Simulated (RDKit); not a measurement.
RDKit input (UFF):

```python
from rdkit import Chem
from rdkit.Chem import AllChem, rdDetermineBonds

mol = Chem.MolFromXYZFile('mol.xyz')
rdDetermineBonds.DetermineBonds(mol, charge=-1)
print('SMILES', Chem.MolToSmiles(Chem.RemoveHs(mol)))
ff = AllChem.UFFGetMoleculeForceField(mol)
e0 = ff.CalcEnergy()
flag = ff.Minimize(maxIts=5000, forceTol=1e-5)
print(f'energy {e0:.4f} -> {ff.CalcEnergy():.4f} kcal/mol, converged: {flag == 0}')
print(Chem.MolToXYZBlock(mol))
```
mol.xyz:
```
11

C     -2.75851000     0.30192100     0.25290800
C     -1.75819800     0.01719600    -0.60014800
C     -0.62059500    -0.90966100    -0.22759900
Ge     1.01909900     0.12051600     0.15176400
H     -3.46554500     1.00803000    -0.23472500
H     -1.63536200     0.43053600    -1.62089700
H     -0.88324800    -1.44734800     0.68702800
H     -0.37167000    -1.63834600    -1.01037200
H      0.86956600     1.01145300     1.40681400
H      1.39057600     1.06558500    -1.02405400
H      2.30832200    -0.74316900     0.38879100
```

Output:

```
SMILES [H]/[C-]=C/[CH2][GeH3]
energy 7.3370 -> 1.1393 kcal/mol, converged: True
11

C     -2.713179    0.255540    0.197266
C     -1.684595    0.032509   -0.620605
C     -0.573362   -0.890699   -0.227572
Ge     1.033304    0.143328    0.142882
H     -3.504171    0.941683   -0.087219
H     -1.630269    0.557835   -1.569567
H     -0.838683   -1.482886    0.675045
H     -0.367011   -1.591167   -1.063204
H      0.756581    1.120309    1.313915
H      1.429907    0.948191   -1.120969
H      2.185914   -0.817930    0.529538
```

The dipole moment of an ion depends on the origin.

The geometry given is a B3LYP-D3(BJ)/def2-TZVP minimum.
